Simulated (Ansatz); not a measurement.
`F[SiH2][SiH](Cl)Cl` + H₂Se → `F[SiH2][SeH]` + dichlorosilane at 500 K and 1 bar (cleavage of the Si–Si bond).

Program: Ansatz. Geometries: PBE0-D4/def2-TZVP. ΔE: electronic, gas phase. CCSD(T)/CBS is the MP2 limit (def2-TZVPP, def2-QZVPP) plus CCSD(T) − MP2 in def2-TZVPP, frozen cores. For Se outer-core shells are correlated without core-valence functions, which leaves a few kJ/mol of doubt a bond. Scalar relativity is left out up to krypton. One conformer a species, not always the lowest.

```
             species  CCSD(T)/CBS energy (Eh)  H − E (kJ/mol)  S (J/(mol·K))
`F[SiH2][SiH](Cl)Cl`              -1599.46845           133.4          441.9
                H₂Se              -2401.89790            53.1          237.8
      `F[SiH2][SeH]`              -2791.46485           106.5          348.1
        `Cl[SiH2]Cl`              -1209.93203            81.5          323.4
```

H − E and S are ideal-gas, rigid-rotor, harmonic terms from PBE0-D4/def2-TZVP, for one conformer and one mirror image of each species. 1 Eh = 2625.50 kJ/mol, R = 8.31446 J/(mol·K).

Question: By hand: ΔE, ΔH, ΔS and ΔG.

Answer: ΔE = (-2791.46485) + (-1209.93203) − (-1599.46845) − (-2401.89790) = -0.03053 Eh = -80.2 kJ/mol. Δ(H − E) = 106.5 + 81.5 − 133.4 − 53.1 = 1.5, so ΔH = -78.7 kJ/mol. ΔS = 348.1 + 323.4 − 441.9 − 237.8 = -8.2 J/(mol·K). ΔG = -78.7 − 500 × (-8.2)/1000 = -74.6 kJ/mol.

Question: By hand: the equilibrium constant, and the temperature at which ΔG would vanish if ΔH and ΔS stayed fixed.

Answer: log₁₀ K = −ΔG/(RT ln 10) = 7.8. ΔG = 0 at ΔH/ΔS = 9598 K, far beyond where these terms or the molecules hold.

The number of gas molecules stays the same, so ΔS is small and ΔH decides. A doubt of 5 kJ/mol in ΔE shifts log₁₀ K by 0.5 here. Other conformers and mirror images would add mixing entropy, several J/(mol·K) or more a flexible species. Modes under 60 cm⁻¹, often nearly free rotors, make the harmonic entropy too high. These are equilibria of isolated gas molecules and say nothing of rates. Largest T1 diagnostic: 0.011 (customary marks: 0.02 for closed shells, 0.045 for open ones).
